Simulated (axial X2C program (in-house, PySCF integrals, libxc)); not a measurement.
# Potential curves of CoSe⁺, with spin–orbit coupling

All values were computed with an in-house relativistic program for diatomic molecules. Two-component (2c) means X2C with spin–orbit coupling and atomic mean-field two-electron Coulomb and Gaunt terms. Basis: Se dyall-cv3z [8s9p6d4f1g], Co dyall-cv3z [9s10p6d3f2g] (cores contracted in-house); Gaussian nuclei, density fitting, unrestricted open shells. Masses: Se 79.917 u, Co 58.933 u.

State: Ω = 4 (⟨Sz⟩ = 2.00, ⟨Lz⟩ = 2.00 at PW91). Energies in cm⁻¹ from the lowest point of each curve. Fits are polynomials in 1 − R0/R over 0.85 to 1.23 times the lowest point R0.

| R (Å) | PW91 | PBE0 |
| --- | --- | --- |
| 1.8914 | 5657 | 6596 |
| 1.9783 | 2046 | 2699 |
| 2.0436 | 625 | 1055 |
| 2.1088 | 12 | 224 |
| 2.1740 | 0 | 0 |
| 2.2501 | 534 | 294 |
| 2.3262 | 1481 | 1003 |
| 2.4240 | 3079 | 2289 |
| 2.5436 | 5339 | 4145 |
| 2.7175 | 8777 | 6919 |

The state is one determinant whose occupation by symmetry is held fixed; it was picked as the lowest of a PBE0 search that is not exhaustive. Density functionals use the spin component along the axis (collinear). PBE0 can misorder states that lie within some tenths of an eV, so this need not be the ground state of the molecule. The nearest other 2c determinant of the search, Ω = 2, lies 0.44 eV up at the distance of the search. The functionals have no current-density term, which raises determinants with orbital currents, atoms included. With several unpaired electrons one determinant need not be a pure state. Open-shell Ω = 0 determinants with evenly filled partner blocks cannot be reached by this program, so the Ω shown need not be the lowest component.

**Question.** Fit the PW91 curve near its minimum: give the equilibrium distance and the harmonic wavenumber.

**Answer.** At PW91, 2c: Re = 2.142 Å, ωe ≈ 345 cm⁻¹; Be follows as 0.108 cm⁻¹.

**Question.** What are Re and ωe at the PBE0 level?

**Answer.** At PBE0, 2c: Re = 2.171 Å, ωe ≈ 325 cm⁻¹; Be follows as 0.105 cm⁻¹.
